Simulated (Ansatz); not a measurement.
Start from `[F][Hf]([F])([Br])[Br]` and change one atom or group to get `[F][Hf]([F])([F])[Br]`.

Ansatz, PBE0-D4/def2-TZVP geometries, multiplicity 1. 

Elements past krypton have def2 core potentials. Scalar relativity is left out up to krypton.

```tsv
property	`[F][Hf]([F])([Br])[Br]`
HOMO energy (PBE0/def2-TZVPP) / eV	-9.06
HOMO energy (ωB97M-V/def2-TZVPP) / eV	-11.22
HOMO energy (B3LYP/def2-TZVPP) / eV	-8.79
size of the dipole moment (B3LYP/def2-TZVPP) / D	0.17
size of the dipole moment (PBE/def2-TZVPP) / D	0.11
ideal-gas entropy at 298 K and 1 bar (rigid rotor, harmonic PBE0-D4/def2-TZVP) / J/(mol·K)	390
```

Q: Give the same properties after the change, and the shifts. (Best estimate.)

A: Ansatz gave: 
| property | `[F][Hf]([F])([F])[Br]` | shift |
| --- | --- | --- |
| HOMO energy (PBE0/def2-TZVPP) / eV | -9.29 | -0.23 |
| HOMO energy (ωB97M-V/def2-TZVPP) / eV | -11.48 | -0.26 |
| HOMO energy (B3LYP/def2-TZVPP) / eV | -9.01 | -0.22 |
| size of the dipole moment (B3LYP/def2-TZVPP) / D | 0.07 | -0.10 |
| size of the dipole moment (PBE/def2-TZVPP) / D | 0.00 | -0.11 |
| ideal-gas entropy at 298 K and 1 bar (rigid rotor, harmonic PBE0-D4/def2-TZVP) / J/(mol·K) | 363 | -27 |

With PBE0 the HOMO falls by 0.23 eV and the LUMO rises by 0.64 eV, so the gap widens by about 0.87 eV. PBE moves the HOMO by -0.17 eV and ωB97M-V by -0.26 eV. Dipoles are sizes alone; their direction can turn.

B3LYP here is the variant with VWN-RPA as its local correlation; programs differ in this.

Spin–orbit coupling is left out; it splits and shifts lone-pair levels of the heavy atoms by tenths of an eV.
